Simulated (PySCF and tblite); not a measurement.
Values are calculated unless marked as measured or tabulated.
3 regioisomers of C7H9NO:

| isomer | SMILES |
| --- | --- |
| A | [CH3:1][CH2:2][c:3]1[cH:4][cH:5][cH:6][cH:7][n+:8]1[O-:9] |
| B | [CH3:1][CH2:2][c:3]1[cH:4][cH:5][cH:6][n+:7]([O-:8])[cH:9]1 |
| C | [CH3:1][CH2:2][c:3]1[cH:4][cH:5][n+:6]([O-:7])[cH:8][cH:9]1 |

Each isomer is a Boltzmann average at 298.15 K over at most 4 conformers: GFN2-xTB geometries, energies PBE0/def2-SVP (IEF-PCM, dimethylsulfoxide) (D3(BJ) added where defined), GIAO shieldings WP04/pcSseg-1 (IEF-PCM, dimethylsulfoxide), GFN2-xTB thermal terms. Programs: PySCF with density fitting and tblite.

(1) What shifts does each isomer give (ppm)?

Shifts are unscaled: against experiment ¹³C can be off by 15 ppm or more and ¹H by 0.8 ppm. The search found a single conformer for at least one isomer; other rotamers may be missing.

Answers

(1) 
A: ¹H (against TMS): 8.28 (H7, 1H), 7.48 (H4, 1H), 7.42 (H6, 1H), 7.32 (H5, 1H), 2.93 (H2, 2H), 1.34 (H1, 3H). ¹³C (against TMS): 164.3 (C3), 147.2 (C7), 132.3 (C4), 131.6 (C6), 131.5 (C5), 31.9 (C2), 14.8 (C1).

B: ¹H (against TMS): 8.04 (H9, 1H), 8.02 (H6, 1H), 7.44 (H5, 1H), 7.16 (H4, 1H), 2.64 (H2, 2H), 1.21 (H1, 3H). ¹³C (against TMS): 154.0 (C3), 147.0 (C9), 144.7 (C6), 134.0 (C5), 132.1 (C4), 33.8 (C2), 23.1 (C1).

C: ¹H (against TMS): 8.10 (H5/H8, 2H), 7.35 (H4/H9, 2H), 2.66 (H2, 2H), 1.19 (H1, 3H). ¹³C (against TMS): 151.5 (C3), 147.0 (C5/C8), 134.3 (C4/C9), 35.0 (C2), 23.0 (C1).
